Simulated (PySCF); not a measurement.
Compound: C8H10NP.
Numbering: `[CH2:1]=[CH:2][c:3]1[cH:4][p:5][cH:6][n:7]1[CH:8]1[CH2:9][CH2:10]1`

Definitions: NICS(0) = −σiso at the ring centroid; NICS(1) = −σiso and NICS(1)zz = −σzz at ±1 Å along the ring normal z. Level: GIAO PBE0/pcSseg-1 (PySCF, non-relativistic, gas phase) on the GFN2-xTB geometry, one conformer.

Rings: 1. C3–C4–P5–C6–N7; 2. C8–C9–C10.

| set | NICS(0) | NICS(1), two faces | NICS(1)zz, two faces |
| --- | --- | --- | --- |
| P | -41.7 | -8.8 / -7.7 | -23.3 / -16.4 |
| Q | -11.8 | -11.0 / -10.6 | -25.4 / -25.6 |

Which set (ppm) belongs to which ring?

P = 2, Q = 1.
- 1 (5-membered ring with N and P; formal bonds all aromatic): mean NICS(1)zz -25.5 ppm, shielded.
- 2 (3-membered carbocycle; formal bonds all single): mean NICS(1)zz -19.9 ppm, shielded. C8, C9, C10 have four or more neighbours; no verdict on aromaticity is drawn.

How do the rings differ in shape?

```csv
ring,bond lengths (Å),rms pucker (Å),HOMA,nearest outside atom to a NICS(1) probe (Å)
1,"1.377, 1.749, 1.717, 1.352, 1.370",0.00,0.89,hydrogen 2.50
2,"1.503, 1.497, 1.499",0.00,–,hydrogen 1.44
```

HOMA = 1 − mean of α(R − Ropt)² over the ring bonds, with Krygowski's 1993 parameters (CC: Ropt 1.388 Å, α 257.7 Å⁻²; CN: Ropt 1.334 Å, α 93.52 Å⁻²; CP: Ropt 1.698 Å, α 118.91 Å⁻²). A dash marks a ring with a four-coordinate atom, a triple bond, no multiple bond or a kind of bond without parameters.

Conformer computed: `[CH2:1]=[CH:2][c:3]1[cH:4][p:5][cH:6][n:7]1[CH:8]1[CH2:9][CH2:10]1`: C1–C2–C3–C4 9°, C6–N7–C8–C9 -114°.
